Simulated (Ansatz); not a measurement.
Consider the ligand exchange at the Si–Cl bond: `F[SiH2][Si](Cl)(Cl)Cl` + H–F → `F[SiH2][Si](F)(Cl)Cl` + HCl.

Calculated with Ansatz (gas phase, PBE0-D4/def2-TZVP geometries, no zero-point term in ΔE). CBS: MP2 limit from def2 TZ/QZ plus the TZ coupled-cluster correction, frozen cores. This one scheme is used for every species. Functionals use def2-TZVPP. HSE06 is defined as in plane-wave codes. One conformer a species, not always the lowest.

```
             level  ΔE (kJ/mol)  difference from CCSD(T)/CBS
            PBE-D4        -33.7                          5.2
         revPBE-D4        -30.4                          8.5
        r2SCANh-D4        -42.6                         -3.7
          HSE06-D4        -33.4                          5.5
           ωB97M-V        -42.6                         -3.7
            B2PLYP        -47.5                         -8.6
          PBE-QIDH        -37.2                          1.7
               PBE        -38.7                          0.2
            revPBE        -39.0                         -0.1
            r2SCAN        -44.7                         -5.8
             HSE06        -37.7                          1.2
RPA@PBE/def2-TZVPP        -47.7                         -8.8
    MP2/def2-TZVPP        -36.0                          2.9
     HF/def2-QZVPP        -60.7                        -21.8
    MP2/def2-QZVPP        -33.7                          5.2
     MP2/CBS(def2)        -30.7                          8.2
       CCSD(T)/CBS        -38.9                            0
```

Largest T1 diagnostic among the species: 0.011.

Leaving LDA and LC-ωPBE aside and taking each functional with its dispersion term where it has one, the values, not all of them listed here, spread over 20.4 kJ/mol, from CAM-B3LYP-D4 to revPBE-D4. In def2-TZVPP, CCSD(T) changes the Hartree–Fock value by +14.5 kJ/mol (the triples alone add +3.2 kJ/mol) and MP2 by +22.6 kJ/mol. The D4 term adds +8.3 kJ/mol with B3LYP and +4.5 kJ/mol with PBE0; it sums over pairs of atoms, weighted by their polarisabilities, and B3LYP, whose exchange is more repulsive, gets the larger term.

CCSD(T)/CBS has its own doubt, a few kJ/mol and more with outer-core shells, so smaller differences from it don't rank the levels.

B3LYP here is the variant with VWN-RPA as its local correlation; programs differ in this.
